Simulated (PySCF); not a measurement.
Constitutional and geometric isomers with formula C2H4B2. All species are isolated molecules in the gas phase. One relaxed conformer stands for each flexible species; it need not be the lowest. Strings in code marks are SMILES.

Quantity: electronic energy of isomers of C2H4B2 relative to `B=C=BC`, in kJ/mol.

Level 1: TPSSh-D3(BJ)/def2-TZVP // CAM-B3LYP-D3(BJ)/def2-TZVP (PySCF)
Level 2: B3LYP/6-311+G** // CAM-B3LYP-D3(BJ)/def2-TZVP (PySCF)
Level 3: BP86/6-31G* // CAM-B3LYP-D3(BJ)/def2-TZVP (PySCF)
Level 4: PBE/6-31G* // CAM-B3LYP-D3(BJ)/def2-TZVP (PySCF)

```
species    level 2  level 3  level 4
---------  -------  -------  -------
`CC1=BB1`    156.4    129.0    120.8
`BBC#C`      129.5    139.5    141.6
`BB1C=C1`     80.9     72.8     66.9
`BC#CB`       44.1    40.74     44.5
`CB1B=C1`    122.1    105.6     97.3
```

### Question
What does level 1 give for each, and how far do the other levels lie from it on average?

### Answer

- `CC1=BB1`: 132.7
- `BBC#C`: 121.9
- `BB1C=C1`: 58.9
- `BC#CB`: 31.29
- `CB1B=C1`: 105.6
Mean absolute difference from level 1, which has limits of its own, over these rows (drawn at random from the members that have all these levels): level 2 16.52 kJ/mol, level 3 8.92 kJ/mol, level 4 12.23 kJ/mol.
